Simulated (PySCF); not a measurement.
## Exercise with solution: dipole moment from atomic charges

C2HF3O2, SMILES OC(C(F)(F)F)=O. Atoms are numbered in the order given.

```xyz
8

O      1.0398    -1.5199     0.0000
C     -0.1592    -0.9361     0.0000
O     -1.2176    -1.4946     0.0000
C      0.0010     0.6013     0.0000
F      0.6765     0.9959    -1.0853
F     -1.1895     1.1868     0.0000
F      0.6765     0.9959     1.0853
H      0.9002    -2.4833     0.0000
```
Charge 0, spin multiplicity 1.

Geometry: B3LYP-D3(BJ)/def2-SVP. One conformer was computed; it need not be the lowest.

Charges (e) from ωB97X/def2-TZVP run with PySCF:

```csv
atom,Mulliken,IAO
O1,-0.369,-0.468
C2,0.268,0.513
O3,-0.295,-0.424
C4,0.497,0.798
F5,-0.156,-0.275
F6,-0.143,-0.261
F7,-0.156,-0.275
H8,0.354,0.391
```

The dipole moment of the full density is 2.23 D.

### Question
What dipole moment does each set of point charges give, and which comes closer to that of the density?

### Answer

μ = Σ q r, and 1 e Å = 4.8032 D.
Mulliken: Σ q r = (0.211, -0.310, 0.000) e Å, |μ| = 1.80 D.
IAO: Σ q r = (0.239, -0.484, 0.000) e Å, |μ| = 2.59 D.
IAO comes closer in size. Point charges leave out the atoms' own dipoles (lone pairs, polarised bonds); fits to the potential absorb them, partitions of the density don't.
